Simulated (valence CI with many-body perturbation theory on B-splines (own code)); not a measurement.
The numbers below are computed, except where a source is named.
**Cs14+: magnetic and hyperfine properties of the levels**

Method: relativistic CI+MBPT: five valence electrons over a frozen Dirac-Fock core [Kr], radial functions for each j: 7 s, 7 p, 8 d, 6 f, 4 g, 1 h, with the one-electron correlation potential Σ1 (screened to all orders), the two-electron term Σ2, the three-electron term Σ3, Breit, model QED; selected single and double excitations, second order for the rest (own B-spline code, finite nucleus).

No measured spectrum was set against this ion. As an estimate, terms of the open shell hold to 2 to 4 % of their energy, and close levels can change places. Core correlation moves these levels by up to 12000 cm⁻¹, and in measured spectra 5 to 20 % of such shifts remained as error; rates that hang on mixing are uncertain with them. Among the levels kept, up to 310 cm⁻¹ of a level comes from second order outside the variational space, and about a tenth of that is noise between levels of different J, which matters for small intervals. Only levels of the ground parity were solved; by the run's estimate the other parity begins above the list, which can be wrong where configurations are misplaced.

A/g_I is the dipole constant over the nuclear g factor μ/I (μ in nuclear magnetons, uniformly magnetised nucleus), B/Q the quadrupole constant per barn. Both hold the static response of the core; the bare values leave it out. Large factors of s and p1/2 electrons are usually good to 5 to 10 %; those of open d and f shells near neutrality can be off by tens of per cent, and small factors of p3/2, d and f electrons come from cancelling terms and can be off by a factor of two or in sign, in half-filled shells by more. B is blank for J = 1/2, where it vanishes, and for nearly pure S terms. Energies count from the lowest level.

Names give the largest LS component (configuration and term), which can be under half, so a name can repeat, a term be missing and a line seem to break the LS rules; names also repeat where a configuration has a term twice. Letters in brackets count levels of one name in rising energy.

| Level | E (cm⁻¹) | g | A/g_I (MHz) | A/g_I bare | B/Q (MHz/b) | B/Q bare |
| --- | --- | --- | --- | --- | --- | --- |
| 4d⁵ ⁶S_5/2 | 0.0 | 1.937 | -887 | 174 | 200 | 177 |
| 4d⁵ ⁴G_5/2 [a] | 34955 | 1.022 | 2380 | 2340 | 3540 | 3330 |
| 4d⁵ ⁴G_7/2 | 44714 | 1.080 | 2510 | 2540 | 2920 | 2760 |
| 4d⁵ ⁴G_11/2 | 46732 | 1.224 | 2540 | 2750 | -63.8 | -69.2 |
| 4d⁵ ⁴D_3/2 | 47021 | 1.360 | 2150 | 2530 | 2940 | 2770 |
| 4d⁵ ⁴G_5/2 [b] | 48165 | 1.067 | 2240 | 2260 | 1390 | 1320 |
| 4d⁵ ⁴G_9/2 | 48863 | 1.169 | 2420 | 2560 | 2200 | 2080 |
| 4d⁵ ⁴P_1/2 | 53465 | 1.682 | -717 | 30.5 |  |  |
| 4d⁵ ⁴D_7/2 | 58998 | 1.306 | 1620 | 1920 | 825 | 778 |
| 4d⁵ ⁴D_5/2 | 63669 | 1.287 | 2060 | 2340 | -449 | -428 |
| 4d⁵ ⁴D_1/2 | 67802 | 0.922 | 4940 | 4790 |  |  |
| 4d⁵ ²I_11/2 | 67955 | 0.993 | 3150 | 3070 | 318 | 301 |
| 4d⁵ ⁴P_3/2 | 70554 | 1.362 | 2530 | 2910 | -1650 | -1570 |
| 4d⁵ ²F_7/2 [a] | 71639 | 1.123 | 2980 | 3060 | -3920 | -3700 |
| 4d⁵ ²I_13/2 | 74318 | 1.076 | 3060 | 3090 | -5.81 | 0.409 |
| 4d⁵ ²G_9/2 [a] | 74553 | 1.165 | 2400 | 2540 | -233 | -230 |
| 4d⁵ ⁴F_3/2 | 75701 | 0.681 | 4740 | 4290 | -464 | -434 |
| 4d⁵ ²F_5/2 [a] | 78649 | 1.040 | 2820 | 2800 | -77.6 | -60.1 |
| 4d⁵ ⁴F_5/2 | 87297 | 1.110 | 2520 | 2590 | -2230 | -2100 |
| 4d⁵ ²H_9/2 | 87985 | 1.104 | 2770 | 2830 | 667 | 632 |
| 4d⁵ ²G_7/2 [a] | 90169 | 1.006 | 3630 | 3580 | -228 | -212 |
| 4d⁵ ²F_5/2 [b] | 94898 | 1.014 | 2490 | 2440 | 596 | 556 |
| 4d⁵ ²D_3/2 [a] | 94912 | 0.709 | 5020 | 4610 | -259 | -236 |
| 4d⁵ ²F_7/2 [b] | 97891 | 1.109 | 2850 | 2910 | -759 | -711 |
| 4d⁵ ⁴F_7/2 | 102260 | 1.162 | 2580 | 2710 | -2550 | -2410 |
| 4d⁵ ²S_1/2 | 103370 | 1.952 | -1510 | -438 |  |  |
| 4d⁵ ²H_11/2 | 104410 | 1.067 | 3000 | 3020 | -257 | -224 |
| 4d⁵ ²G_9/2 [b] | 105190 | 1.083 | 2810 | 2850 | 570 | 551 |
| 4d⁵ ²D_5/2 [a] | 115860 | 1.073 | 2760 | 2780 | 443 | 431 |
| 4d⁵ ²D_3/2 [b] | 116500 | 0.822 | 3770 | 3490 | -2190 | -2070 |
| 4d⁵ ²D_5/2 [b] | 125800 | 1.132 | 2340 | 2430 | -1210 | -1140 |
| 4d⁵ ²G_9/2 [c] | 128310 | 1.110 | 2690 | 2760 | -3190 | -3010 |
| 4d⁵ ²G_7/2 [b] | 132920 | 0.921 | 3730 | 3570 | 3710 | 3510 |
| 4d⁵ ²P_3/2 | 146330 | 1.252 | 2380 | 2620 | -2800 | -2650 |
| 4d⁵ ²P_1/2 | 154470 | 0.776 | 462 | 95.9 |  |  |
| 4d⁵ ²D_5/2 [c] | 168730 | 1.195 | 2010 | 2180 | -2210 | -2080 |
| 4d⁵ ²D_3/2 [c] | 173460 | 0.870 | 5040 | 4840 | 4430 | 4180 |

Task: Take the isotope of mass number 134, with I = 4, μ = 2.9893 μN and Q = 0.37 b. What is the hyperfine structure of 4d⁵ ⁴D_3/2?

Result: From the table A = 1610 MHz, B = 1090 MHz. Shifts from the centre of gravity in MHz: F = 5/2: -11500, F = 7/2: -6650, F = 9/2: 328, F = 11/2: 9930.
